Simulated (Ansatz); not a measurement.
Geometry optimisation, RKS B3LYP-D4/6-31G (Ansatz).

The input (input.yaml):

```yaml
crystal:
  periodic: [false, false, false]
  atoms:
    - { symbol: "N", position_ang: [-1.2297, 1.4007, -1.5525] }
    - { symbol: Si, position_ang: [-0.6317, 0.0745, -0.8027] }
    - { symbol: S, position_ang: [0.3859, 0.9285, 0.8095] }
    - { symbol: Si, position_ang: [1.2749, -0.9462, 1.4377] }
    - { symbol: F, position_ang: [-0.0099, -1.9409, 1.7957] }
    - { symbol: H, position_ang: [-2.26779, 1.26888, -1.76309] }
    - { symbol: H, position_ang: [-0.8315, 1.51431, -2.4994] }
    - { symbol: H, position_ang: [-1.7139, -0.7484, -0.3636] }
    - { symbol: H, position_ang: [0.3031, -0.5514, -1.7091] }
    - { symbol: H, position_ang: [2.0155, -1.5538, 0.3777] }
    - { symbol: H, position_ang: [2.0383, -0.754, 2.662] }
basis:
  gaussian: { orbitals: "6-31G" }
hamiltonian:
  xc: b3lyp
  dispersion: d4
relax:
  f_tol: 0.015
  max_steps: 40
```

Command:

```bash
$ ansatz run input.yaml --threads 1 --pin off --max-ram 2048MiB --backend cpu --events-out ev --progress --plain --runs-dir out
```

Problem. Where does it end, and by what steps?

Solution. The run converged. The force dipped under the threshold on the way, but the program's further checks kept it going. Limits of this set-up: no polarisation functions. After 23 steps the energy has fallen by 1.567 eV; F5 moved furthest, 0.99 Å.

```tsv
step	energy less start (eV)	largest force component (eV/Å)	accepted
0	0.0000	5.016	yes
1	-1.1253	2.267	yes
2	-1.4137	0.759	yes
3	-1.5017	0.729	yes
4	-1.5356	0.344	yes
5	-1.5536	0.167	yes
6	-1.5605	0.107	yes
7	-1.5621	0.017	yes
8	-1.5626	0.029	yes
9	-1.5628	0.033	yes
10	-1.5633	0.058	yes
11	-1.5637	0.100	yes
12	-1.5642	0.071	yes
13	-1.5650	0.031	yes
14	-1.5658	0.042	yes
15	-1.5661	0.085	yes
16	-1.5665	0.058	yes
17	-1.5668	0.030	yes
18	-1.5670	0.002	yes
19	-1.5671	0.023	yes
20	-1.5672	0.020	yes
21	-1.5672	0.011	yes
22	-1.5672	0.017	yes
23	-1.5673	0.014	yes
```

```xyz
11
Properties=species:S:1:pos:R:3
N -1.180 1.325 -1.940
Si -1.047 -0.032 -0.844
S -0.157 0.525 1.186
Si 1.430 -0.969 1.521
F 0.793 -2.479 1.993
H -2.026 1.870 -2.012
H -0.387 1.727 -2.417
H -2.431 -0.532 -0.593
H -0.120 -1.071 -1.400
H 2.191 -1.222 0.254
H 2.267 -0.450 2.644
```

Run time: 96 s on 1 thread of Arm Neoverse V2, on a shared host, peak memory 0.17 GiB.
